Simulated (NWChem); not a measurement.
**Basis-set convergence for ClGa**

```xyz
2

Ga     0.0000     0.0000    -0.7912
Cl     0.0000     0.0000     1.4428
```
Charge 0, spin multiplicity 1.

The numbers come from NWChem runs, not from measurements. The geometry was optimised at PBE/def2-SVP, a minimum by its harmonic frequencies.

Quantity: first vertical ionisation energy at the level G0W0@PBE.

The Hamiltonian is non-relativistic. GW and range-separated runs recompute their integrals, the others keep them in memory, which bears on the times. The structure started from a generated list of species.

The cost column gives rough processor time relative to def2-SVP; each entry includes its own SCF.

```json
[
 {"basis": "def2-SVP", "functions": "50", "first vertical ionisation energy (eV)": "___", "relative cost": "1"},
 {"basis": "def2-TZVP", "functions": "85", "first vertical ionisation energy (eV)": "9.39", "relative cost": "5"},
 {"basis": "def2-TZVPP", "functions": "90", "first vertical ionisation energy (eV)": "___", "relative cost": "4"},
 {"basis": "def2-TZVPD", "functions": "100", "first vertical ionisation energy (eV)": "___", "relative cost": "6"}
]
```

**Question.** What belongs in the gaps?

**Answer.** 
- def2-SVP, first vertical ionisation energy (eV): 8.96
- def2-TZVPP, first vertical ionisation energy (eV): 9.40
- def2-TZVPD, first vertical ionisation energy (eV): 9.33
